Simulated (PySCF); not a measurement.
C3H4O3, charge -1, doublet, geometry from GFN2-xTB (a state made from the parent by changing its charge; the spin is typed, not shown lowest) (a gas-phase anion, which may not be bound at this level); CASSCF(5,7)/6-31G in PySCF.

Input for PySCF:
```python
from pyscf import gto, scf, mcscf
import numpy

mol = gto.Mole()
mol.atom = '''
    O     1.717532   -0.041430    0.852007
    C     0.976039   -0.068285   -0.170779
    O     0.012699   -1.169789   -0.343273
    C    -1.228462   -0.704429    0.070671
    C    -1.138630    0.844170   -0.035115
    O     0.144550    1.103162   -0.498541
    H    -1.450233   -1.005092    1.110594
    H    -2.011354   -1.115033   -0.585989
    H    -1.874201    1.249336   -0.747502
    H    -1.316141    1.306511    0.952686
'''
mol.basis = '6-31g'
mol.charge = -1
mol.spin = 1
mol.verbose = 4
mol.build()

mf = scf.ROHF(mol)
mf.kernel()
mc = mcscf.CASSCF(mf, 7, 5)
mc.fix_spin_(ss=0.75)
mc.kernel()
occ = numpy.linalg.eigvalsh(mc.fcisolver.make_rdm1(mc.ci, mc.ncas, mc.nelecas))[::-1]
ss = mc.fcisolver.spin_square(mc.ci, mc.ncas, mc.nelecas)[0]
print('natural occupations', occ.round(4), ' <S^2>', round(ss, 4))
```

What the program printed (banner, timings and long lists left out):

```
PySCF version 2.14.0

[INPUT] verbose = 4
[INPUT] num. atoms = 10
[INPUT] num. electrons = 47
[INPUT] charge = -1
[INPUT] spin (= nelec alpha-beta = 2S) = 1
[INPUT] symmetry False subgroup None
[INPUT] Mole.unit = angstrom
[INPUT] Symbol           X                Y                Z      unit          X                Y                Z       unit  Magmom
[...]
nuclear repulsion = 242.527807523211
number of shells = 38
number of NR pGTOs = 148
number of NR cGTOs = 62
basis = 6-31g
ecp = {}

******** <class 'pyscf.scf.rohf.ROHF'> ********
method = ROHF
initial guess = minao
damping factor = 0
level_shift factor = 0
DIIS = <class 'pyscf.scf.diis.CDIIS'>
diis_start_cycle = 1
diis_space = 8
diis_damp = 0
SCF conv_tol = 1e-09
SCF conv_tol_grad = None
SCF max_cycles = 50
direct_scf = True
direct_scf_tol = 1e-13
num. doubly occ = 23  num. singly occ = 1
Set gradient conv threshold to 3.16228e-05
init E= -341.443137959972
[...]
cycle= 1 E= -340.080285106686  delta_E= 1.36  |g|= 0.866  |ddm|= 2.51
[...]
cycle= 2 E= -340.185652130984  delta_E= -0.105  |g|= 0.643  |ddm|= 1.07
[...]
cycle= 3 E= -340.274229092955  delta_E= -0.0886  |g|= 0.0973  |ddm|= 0.529
[...]
cycle= 4 E= -340.276688961892  delta_E= -0.00246  |g|= 0.0404  |ddm|= 0.137
[...]
cycle= 5 E= -340.27728537833  delta_E= -0.000596  |g|= 0.01  |ddm|= 0.0402
[...]
cycle= 6 E= -340.277364660221  delta_E= -7.93e-05  |g|= 0.00465  |ddm|= 0.0225
[...]
cycle= 7 E= -340.277383705932  delta_E= -1.9e-05  |g|= 0.00226  |ddm|= 0.011
[...]
cycle= 8 E= -340.277390304542  delta_E= -6.6e-06  |g|= 0.000744  |ddm|= 0.00817
[...]
cycle= 9 E= -340.277390991001  delta_E= -6.86e-07  |g|= 0.000149  |ddm|= 0.00312
[...]
cycle= 10 E= -340.277391011767  delta_E= -2.08e-08  |g|= 5e-05  |ddm|= 0.000683
[...]
cycle= 11 E= -340.277391014195  delta_E= -2.43e-09  |g|= 1.05e-05  |ddm|= 0.000336
[...]
cycle= 12 E= -340.277391014312  delta_E= -1.18e-10  |g|= 3.57e-06  |ddm|= 9.91e-05
[...]
Extra cycle  E= -340.277391014325  delta_E= -1.24e-11  |g|= 1.82e-06  |ddm|= 4.38e-05
converged SCF energy = -340.277391014325

******** <class 'pyscf.mcscf.mc1step.CASSCF'> ********
CAS (3e+2e, 7o), ncore = 21, nvir = 34
max_cycle_macro = 50
max_cycle_micro = 4
conv_tol = 1e-07
conv_tol_grad = None
orbital rotation max_stepsize = 0.02
orbital rotation threshold for CI restart = 0.01
augmented hessian ah_max_cycle = 30
augmented hessian ah_conv_tol = 1e-12
augmented hessian ah_linear dependence = 1e-14
augmented hessian ah_level shift = 1e-08
augmented hessian ah_start_tol = 2.5
augmented hessian ah_start_cycle = 3
augmented hessian ah_grad_trust_region = 3
kf_trust_region = 3
kf_interval = 4
ci_response_space = 4
ci_grad_trust_region = 3
with_dep4 0
natorb = False
canonicalization = True
sorting_mo_energy = False
ao2mo_level = 2
internal_rotation = False
******** <class 'pyscf.fci.addons.SpinPenaltyFCISolver'> ********
max. cycles = 50
conv_tol = 1e-08
davidson only = True
linear dependence = 1e-12
level shift = 0.001
max iter space = 12
nroots = 1
pspace_size = 400
spin = None
CASCI E = -340.277711965068  S^2 = 0.7500000
Set conv_tol_grad to 0.000316228
macro iter   1 ( 21 JK    4 micro), CASSCF E = -340.281280512736  dE = -3.56854767e-03  S^2 = 0.7500000
               |grad[o]|=0.00207  |grad[c]|=0.0336  |ddm|=0.0564  |maxRot[o]|=0.274
macro iter   2 ( 21 JK    4 micro), CASSCF E = -340.293801090524  dE = -1.25205778e-02  S^2 = 0.7500000
               |grad[o]|=0.013  |grad[c]|=0.0389  |ddm|=0.0258  |maxRot[o]|=0.244
macro iter   3 ( 21 JK    4 micro), CASSCF E = -340.308982618687  dE = -1.51815282e-02  S^2 = 0.7500000
               |grad[o]|=0.0155  |grad[c]|=0.0274  |ddm|=0.0343  |maxRot[o]|=0.306
macro iter   4 ( 21 JK    4 micro), CASSCF E = -340.326611337249  dE = -1.76287186e-02  S^2 = 0.7500000
               |grad[o]|=0.0279  |grad[c]|=0.0228  |ddm|=0.0119  |maxRot[o]|=0.303
macro iter   5 ( 21 JK    4 micro), CASSCF E = -340.330769644023  dE = -4.15830677e-03  S^2 = 0.7500000
               |grad[o]|=0.012  |grad[c]|=0.00673  |ddm|=0.00994  |maxRot[o]|=0.304
macro iter   6 ( 21 JK    4 micro), CASSCF E = -340.332203532822  dE = -1.43388880e-03  S^2 = 0.7500000
               |grad[o]|=0.00626  |grad[c]|=0.0111  |ddm|=0.00571  |maxRot[o]|=0.237
macro iter   7 ( 21 JK    4 micro), CASSCF E = -340.333971930281  dE = -1.76839746e-03  S^2 = 0.7500000
               |grad[o]|=0.00387  |grad[c]|=0.00781  |ddm|=0.00631  |maxRot[o]|=0.295
macro iter   8 ( 18 JK    4 micro), CASSCF E = -340.334680808275  dE = -7.08877994e-04  S^2 = 0.7500000
               |grad[o]|=0.0033  |grad[c]|=0.00945  |ddm|=0.00363  |maxRot[o]|=0.204
macro iter   9 ( 12 JK    4 micro), CASSCF E = -340.334938608540  dE = -2.57800265e-04  S^2 = 0.7500000
               |grad[o]|=0.00248  |grad[c]|=0.00991  |ddm|=0.00358  |maxRot[o]|=0.0698
macro iter  10 ( 13 JK    4 micro), CASSCF E = -340.335063614248  dE = -1.25005709e-04  S^2 = 0.7500000
               |grad[o]|=0.0028  |grad[c]|=0.00417  |ddm|=0.002  |maxRot[o]|=0.0367
macro iter  11 ( 11 JK    4 micro), CASSCF E = -340.335110615194  dE = -4.70009459e-05  S^2 = 0.7500000
               |grad[o]|=0.00101  |grad[c]|=0.00351  |ddm|=0.00132  |maxRot[o]|=0.0342
macro iter  12 ( 11 JK    4 micro), CASSCF E = -340.335126528260  dE = -1.59130655e-05  S^2 = 0.7500000
               |grad[o]|=0.000675  |grad[c]|=0.00174  |ddm|=0.000829  |maxRot[o]|=0.0169
macro iter  13 ( 10 JK    4 micro), CASSCF E = -340.335132198129  dE = -5.66986898e-06  S^2 = 0.7500000
               |grad[o]|=0.000289  |grad[c]|=0.0011  |ddm|=0.000509  |maxRot[o]|=0.0106
macro iter  14 (  6 JK    2 micro), CASSCF E = -340.335133571507  dE = -1.37337867e-06  S^2 = 0.7500000
               |grad[o]|=0.000166  |grad[c]|=0.000756  |ddm|=0.000226  |maxRot[o]|=0.00334
macro iter  15 (  5 JK    1 micro), CASSCF E = -340.335134097017  dE = -5.25509677e-07  S^2 = 0.7500000
               |grad[o]|=0.000126  |grad[c]|=0.000694  |ddm|=8.47e-05  |maxRot[o]|=0.00147
[...]
macro iter  22 (  3 JK    1 micro), CASSCF E = -340.335137208136  dE = -5.19165781e-07  S^2 = 0.7500000
               |grad[o]|=0.000108  |grad[c]|=0.000702  |ddm|=8.81e-05  |maxRot[o]|=0.00279
macro iter  23 (  3 JK    1 micro), CASSCF E = -340.335137806654  dE = -5.98518284e-07  S^2 = 0.7500000
               |grad[o]|=0.000115  |grad[c]|=0.000755  |ddm|=9.44e-05  |maxRot[o]|=0.0031
macro iter  24 (  3 JK    1 micro), CASSCF E = -340.335138510517  dE = -7.03862725e-07  S^2 = 0.7500000
               |grad[o]|=0.000122  |grad[c]|=0.00082  |ddm|=0.000103  |maxRot[o]|=0.00343
macro iter  25 (  3 JK    1 micro), CASSCF E = -340.335139350799  dE = -8.40281700e-07  S^2 = 0.7500000
               |grad[o]|=0.000133  |grad[c]|=0.000896  |ddm|=0.000113  |maxRot[o]|=0.00381
macro iter  26 (  3 JK    1 micro), CASSCF E = -340.335140365404  dE = -1.01460529e-06  S^2 = 0.7500000
               |grad[o]|=0.000145  |grad[c]|=0.000986  |ddm|=0.000124  |maxRot[o]|=0.00422
macro iter  27 (  3 JK    1 micro), CASSCF E = -340.335141600912  dE = -1.23550825e-06  S^2 = 0.7500000
               |grad[o]|=0.000159  |grad[c]|=0.00109  |ddm|=0.000136  |maxRot[o]|=0.00469
macro iter  28 (  3 JK    1 micro), CASSCF E = -340.335143119003  dE = -1.51809093e-06  S^2 = 0.7500000
               |grad[o]|=0.000176  |grad[c]|=0.00121  |ddm|=0.000152  |maxRot[o]|=0.00522
macro iter  29 (  3 JK    1 micro), CASSCF E = -340.335145015029  dE = -1.89602548e-06  S^2 = 0.7500000
               |grad[o]|=0.000198  |grad[c]|=0.00135  |ddm|=0.000159  |maxRot[o]|=0.00586
macro iter  30 (  3 JK    1 micro), CASSCF E = -340.335147376285  dE = -2.36125607e-06  S^2 = 0.7500000
               |grad[o]|=0.00022  |grad[c]|=0.0015  |ddm|=0.000178  |maxRot[o]|=0.00655
macro iter  31 (  3 JK    1 micro), CASSCF E = -340.335150334686  dE = -2.95840090e-06  S^2 = 0.7500000
               |grad[o]|=0.000245  |grad[c]|=0.00169  |ddm|=0.000199  |maxRot[o]|=0.00737
macro iter  32 (  3 JK    1 micro), CASSCF E = -340.335154067494  dE = -3.73280875e-06  S^2 = 0.7500000
               |grad[o]|=0.000275  |grad[c]|=0.00189  |ddm|=0.000224  |maxRot[o]|=0.00829
macro iter  33 (  3 JK    1 micro), CASSCF E = -340.335158816541  dE = -4.74904658e-06  S^2 = 0.7500000
               |grad[o]|=0.000308  |grad[c]|=0.00214  |ddm|=0.000253  |maxRot[o]|=0.00938
macro iter  34 (  3 JK    1 micro), CASSCF E = -340.335164917550  dE = -6.10100858e-06  S^2 = 0.7500000
               |grad[o]|=0.000349  |grad[c]|=0.00243  |ddm|=0.000288  |maxRot[o]|=0.0107
macro iter  35 (  3 JK    1 micro), CASSCF E = -340.335172849865  dE = -7.93231544e-06  S^2 = 0.7500000
               |grad[o]|=0.000394  |grad[c]|=0.00277  |ddm|=0.00033  |maxRot[o]|=0.0122
macro iter  36 (  3 JK    1 micro), CASSCF E = -340.335183328580  dE = -1.04787150e-05  S^2 = 0.7500000
               |grad[o]|=0.00045  |grad[c]|=0.00319  |ddm|=0.000385  |maxRot[o]|=0.0141
macro iter  37 (  3 JK    1 micro), CASSCF E = -340.335197386527  dE = -1.40579465e-05  S^2 = 0.7500000
               |grad[o]|=0.000518  |grad[c]|=0.0037  |ddm|=0.000452  |maxRot[o]|=0.0164
macro iter  38 ( 11 JK    4 micro), CASSCF E = -340.335329887915  dE = -1.32501388e-04  S^2 = 0.7500000
               |grad[o]|=0.000603  |grad[c]|=0.00621  |ddm|=0.00261  |maxRot[o]|=0.0985
macro iter  39 ( 13 JK    4 micro), CASSCF E = -340.335738999143  dE = -4.09111228e-04  S^2 = 0.7500000
               |grad[o]|=0.00133  |grad[c]|=0.0103  |ddm|=0.00596  |maxRot[o]|=0.154
macro iter  40 ( 16 JK    4 micro), CASSCF E = -340.336275063025  dE = -5.36063882e-04  S^2 = 0.7500000
               |grad[o]|=0.00254  |grad[c]|=0.0169  |ddm|=0.00785  |maxRot[o]|=0.109
macro iter  41 ( 20 JK    4 micro), CASSCF E = -340.336486808140  dE = -2.11745116e-04  S^2 = 0.7500000
               |grad[o]|=0.00503  |grad[c]|=0.0135  |ddm|=0.00491  |maxRot[o]|=0.0702
macro iter  42 ( 21 JK    4 micro), CASSCF E = -340.336453191023  dE =  3.36171178e-05  S^2 = 0.7500000
               |grad[o]|=0.00404  |grad[c]|=0.017  |ddm|=0.00534  |maxRot[o]|=0.0532
macro iter  43 ( 21 JK    4 micro), CASSCF E = -340.336849245062  dE = -3.96054039e-04  S^2 = 0.7500000
               |grad[o]|=0.00458  |grad[c]|=0.00984  |ddm|=0.00411  |maxRot[o]|=0.048
macro iter  44 ( 21 JK    4 micro), CASSCF E = -340.337522739401  dE = -6.73494340e-04  S^2 = 0.7500000
               |grad[o]|=0.00388  |grad[c]|=0.00746  |ddm|=0.00392  |maxRot[o]|=0.0874
macro iter  45 ( 19 JK    4 micro), CASSCF E = -340.337812960224  dE = -2.90220823e-04  S^2 = 0.7500000
               |grad[o]|=0.0038  |grad[c]|=0.022  |ddm|=0.0125  |maxRot[o]|=0.0849
macro iter  46 ( 17 JK    4 micro), CASSCF E = -340.338848670730  dE = -1.03571051e-03  S^2 = 0.7500000
               |grad[o]|=0.00653  |grad[c]|=0.0267  |ddm|=0.0109  |maxRot[o]|=0.106
macro iter  47 ( 21 JK    4 micro), CASSCF E = -340.339149926312  dE = -3.01255581e-04  S^2 = 0.7500000
               |grad[o]|=0.00403  |grad[c]|=0.0244  |ddm|=0.0135  |maxRot[o]|=0.0625
macro iter  48 ( 20 JK    4 micro), CASSCF E = -340.339405952435  dE = -2.56026123e-04  S^2 = 0.7500000
               |grad[o]|=0.0059  |grad[c]|=0.0229  |ddm|=0.0102  |maxRot[o]|=0.0373
macro iter  49 ( 20 JK    4 micro), CASSCF E = -340.339645428090  dE = -2.39475655e-04  S^2 = 0.7500000
               |grad[o]|=0.00569  |grad[c]|=0.0235  |ddm|=0.0103  |maxRot[o]|=0.0276
macro iter  50 ( 20 JK    4 micro), CASSCF E = -340.339859878022  dE = -2.14449932e-04  S^2 = 0.7500000
               |grad[o]|=0.0058  |grad[c]|=0.0228  |ddm|=0.0097  |maxRot[o]|=0.0213
1-step CASSCF not converged,  50 macro (540 JK 129 micro) steps
CASSCF canonicalization
Density matrix diagonal elements [1.96815653 1.97459371 1.00831702 0.01084668 0.00925727 0.00826363
 0.02056515]
CASSCF energy = -340.339859878022
CASCI E = -340.339859878022  E(CI) = -7.03249484790950  S^2 = 0.7500000
natural occupations [1.9764 1.9724 1.0035 0.0231 0.0165 0.006  0.0021]  <S^2> 0.75
```

The run did not converge; its last values are not results.
